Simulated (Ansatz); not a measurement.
This geometry of HSSe (3 atoms, charge 1, multiplicity 1) is a first-order saddle point.

The calculation used RKS B3LYP-D4/def2-SVP (Ansatz 0.2.0).

```xyz
3
Properties=species:S:1:pos:R:3
S -0.496 -0.972 -0.367
Se 0.954 0.294 0.550
H -0.458 0.677 -0.183
```

(1) Which two structures does it join? (They come from a converged band through this point; their orientation in space is the band's.)

(2) How far does it lie above each of them?

Answers

(1) Bonds broken: S1–H3. Bonds formed: Se2–H3.

First end point:

```xyz
3
Properties=species:S:1:pos:R:3
S -0.370 -0.589 -0.260
Se 1.348 -0.040 0.732
H -0.977 0.629 -0.472
```

Last end point:

```xyz
3
Properties=species:S:1:pos:R:3
S -0.137 -1.510 -0.224
Se 0.607 0.291 0.360
H -0.470 1.219 -0.137
```

(2) 37.4 kcal/mol above the first and 33.8 kcal/mol above the second. This is the barrier of this one path; another mechanism may lie lower. The orbitals stay closed-shell, which can raise the energy where a bond breaks towards radicals; this wasn't checked here. Limits of this set-up: the dipole of an ion depends on the origin.

Time of the run: 19 s on 1 thread of AMD EPYC 9R45 96-Core Processor (Zen 5), on a shared host, peak memory 0.14 GiB.
